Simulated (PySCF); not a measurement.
BaF2, SMILES [Ba]([F])[F].

The structure is a stationary point at PBE0-D3(BJ)/def2-TZVP. The isomer is the one that the SMILES or the coordinates give; other isomers of the formula were not compared. The def2 effective core potentials stand for the cores of Ba; spin–orbit coupling is left out.

Computed with TDA-ωB97X/def2-TZVPD (PySCF 2.14.0).

Vertical excitations. Isolated molecule, no solvent. State labels are in the subgroup C2v.

Computed excitation energies, oscillator strengths and character:
| state | symmetry | energy (eV) | λ (nm) | f | main pairs |
|---|---|---|---|---|---|
| S1 | B2 | 6.68 | 186 | 0.001 | HOMO→LUMO 73 %, HOMO→LUMO+3 16 % |
| S2 | A1 | 7.07 | 175 | 0.001 | HOMO−1→LUMO 70 %, HOMO−1→LUMO+3 18 % |
| S3 | B1 | 7.27 | 170 | 0.036 | HOMO−2→LUMO 67 %, HOMO−2→LUMO+3 19 % |
| S4 | A2 | 7.47 | 166 | 0.000 | HOMO−3→LUMO 64 %, HOMO−3→LUMO+3 18 % |
| S5 | B2 | 7.48 | 166 | 0.025 | HOMO−4→LUMO 65 %, HOMO−4→LUMO+3 16 % |
| S6 | A1 | 7.59 | 163 | 0.015 | HOMO−5→LUMO 57 %, HOMO−5→LUMO+3 14 %, HOMO→LUMO+2 13 % |
| S7 | A2 | 7.83 | 158 | 0.000 | HOMO→LUMO+4 49 %, HOMO→LUMO+1 40 %, HOMO→LUMO+13 8 % |
| S8 | B2 | 7.86 | 158 | 0.001 | HOMO→LUMO+5 47 %, HOMO→LUMO+3 34 %, HOMO→LUMO 9 %, HOMO→LUMO+14 8 % |
| S9 | B1 | 8.28 | 150 | 0.001 | HOMO−1→LUMO+1 43 %, HOMO−1→LUMO+4 40 %, HOMO−1→LUMO+13 7 % |
| S10 | A1 | 8.34 | 149 | 0.004 | HOMO−1→LUMO+5 40 %, HOMO−1→LUMO+3 35 %, HOMO−1→LUMO 9 % |
| T1 | B2 | 6.63 | 187 | 0 | HOMO→LUMO 72 %, HOMO→LUMO+3 17 % |
| T2 | A1 | 7.04 | 176 | 0 | HOMO−1→LUMO 70 %, HOMO−1→LUMO+3 17 % |
| T3 | B1 | 7.27 | 171 | 0 | HOMO−2→LUMO 67 %, HOMO−2→LUMO+3 19 % |
| T4 | B2 | 7.46 | 166 | 0 | HOMO−4→LUMO 64 %, HOMO−4→LUMO+3 16 % |
Triplets are in the Tamm–Dancoff approximation.
